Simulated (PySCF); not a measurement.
Several molecules and their computed UV-vis stick spectra, shuffled. The calculation used TDDFT B3LYP/def2-SVPD, vertical, gas phase, core orbitals frozen in the response in PySCF. Geometries: PBE0-D3(BJ)/def2-SVP; one conformer of each isolated species. Triplets are in the Tamm–Dancoff approximation.

A. `C#C[C@@H](C)C(C)C`
B. `CCC1=CCCC1`
C. `O=C(OC)[SiH2][SiH2]N`

Lowest singlet levels (six at most, fewer where fewer were computed) with oscillator strengths:

1. 248 nm (f 0.018); 226 nm (f 0.012); 213 nm (f 0.019); 197 nm (f 0.026); 189 nm (f 0.037); 189 nm (f 0.022); T1 4.37 eV
2. 209 nm (f 0.028); 192 nm (f 0.112); 186 nm (f 0.088); 183 nm (f 0.039); 179 nm (f 0.074); 167 nm (f 0.008)
3. 191 nm (f 0.001); 187 nm (f 0.005); 186 nm (f 0.005); 175 nm (f 0.030); 173 nm (f 0.022); 162 nm (f 0.047)

Task: Match each spectrum to its molecule.

Result: 1 = C, 2 = B, 3 = A.
- A: S1 at 6.49 eV, HOMO-1→LUMO (40%), HOMO→LUMO+1 (17%), HOMO-1→LUMO+1 (14%); Löwdin shares by element: HOMO carbon 85% or more, hydrogen 4% or more; LUMO carbon 28% or more, hydrogen 10% or more (atoms not listed hold the other 61%); HOMO -7.39 and LUMO 0.31 eV.
- B: S1 at 5.93 eV, HOMO→LUMO (56%), HOMO→LUMO+1 (42%); Löwdin shares by element: HOMO carbon 76% or more (atoms not listed hold the other 24%); LUMO carbon 54% or more (atoms not listed hold the other 46%); HOMO -6.35 and LUMO 0.31 eV.
- C: S1 at 4.99 eV, HOMO→LUMO (46%), HOMO-1→LUMO (44%); Löwdin shares by element: HOMO nitrogen 37%, silicon 25%, oxygen 12% or more (atoms not listed hold the other 25%); LUMO oxygen 32%, carbon 26% or more, silicon 16% or more (atoms not listed hold the other 26%); HOMO -7.17 and LUMO -0.95 eV.
